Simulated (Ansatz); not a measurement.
Total energies of `[SiH3][O][GaH2]`.

```xyz
8

Si    1.242   -0.531    0.188
O    -0.284   -0.457   -0.378
Ga   -1.700    0.628   -0.315
H     1.575    0.666    1.015
H     2.203   -0.599   -0.946
H     1.413   -1.745    1.032
H    -2.928    0.104   -1.113
H    -1.522    1.935    0.518
```

The species carries charge 0 and has multiplicity 1. Correlated methods include outer-core shells of Ga, which these sets cover unevenly. Scalar relativity is left out up to krypton. Geometry: relaxed with PBE0-D4/def2-TZVP. Basis def2-TZVPP, Ansatz.

RPA on PBE orbitals: Hartree–Fock energy of these orbitals -2289.99929 Eh, correlation -0.99585 Eh (frozen core).

```json
{"functional": "ωB97X-V", "energy without D4 (Eh)": "-2292.42161", "D4 term (kJ/mol)": "–"}
{"functional": "PBE-QIDH", "energy without D4 (Eh)": "-2291.77759", "D4 term (kJ/mol)": "–"}
```

Q: Give the same for LDA (SPW92), PBE, revPBE, BLYP, r2SCAN, B97M-V, PBE0, B3LYP, r2SCANh, r2SCAN0, HSE06 (plane-wave form), BHLYP, CAM-B3LYP, LC-ωPBE, ωB97M-V, B2PLYP. (Estimate.)

A: Computed: 
```csv
functional,energy without D4 (Eh),D4 term (kJ/mol)
LDA (SPW92),-2287.89207,–
PBE,-2292.13002,-14.5
revPBE,-2292.43485,-40.6
BLYP,-2292.71489,-31.5
r2SCAN,-2292.59220,-3.4
B97M-V,-2292.20657,–
PBE0,-2292.20396,-12.3
B3LYP,-2292.74878,-23.7
r2SCANh,-2292.57523,-3.7
r2SCAN0,-2292.55120,-4.1
HSE06 (plane-wave form),-2292.19280,-11.6
BHLYP,-2292.60941,-19.9
CAM-B3LYP,-2292.77235,-12.7
LC-ωPBE,-2292.28683,–
ωB97M-V,-2292.50749,–
B2PLYP,-2292.13369,–
```

B3LYP takes the VWN-RPA correlation (the form of Gaussian; ORCA's B3LYP/G). HSE06 is the plane-wave form, built on full-range PBE exchange. The double hybrids freeze the cores in their second-order part.

LC-ωPBE has ω = 0.4 bohr⁻¹.
